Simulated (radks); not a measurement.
The numbers below are computed, except where a source is named.
Q: Ionisation of Cs+, [Xe], to Cs2+, [Kr] 4d10 5s2 5p5, under several functionals. Dirac Kohn-Sham, spin-unpolarised, spherical densities, finite nucleus; open shells are shared between the two j in proportion to 2j + 1; a radial shooting solver on a logarithmic mesh with Libxc functionals. The NIST Atomic Spectra Database gives 23.157 eV (measured). Rank these functionals by the error of their Delta-SCF ionisation energy: LDA (Slater exchange, Perdew-Wang correlation); PW91; LDA (Slater exchange, VWN5 correlation); PBEsol; exchange-only B88; SOGGA; Wu-Cohen GGA; BLYP.

A: From best to worst: BLYP 23.494 eV (+0.337); SOGGA 23.632 eV (+0.474); PBEsol 23.715 eV (+0.558); exchange-only B88 22.593 eV (-0.564); Wu-Cohen GGA 23.724 eV (+0.566); PW91 23.754 eV (+0.596); LDA (Slater exchange, Perdew-Wang correlation) 23.867 eV (+0.709); LDA (Slater exchange, VWN5 correlation) 23.870 eV (+0.713). Spin polarisation and multiplet splitting are left out, so open shells lie too high by an amount that depends on their filling. Sharing an open shell by 2j + 1 raises it above the true ground level by a part of the spin-orbit splitting, which enters the differences from NIST.

Beside tabulated values, note that spin-unpolarised runs miss the spin-polarisation part of the exchange energy of open shells.
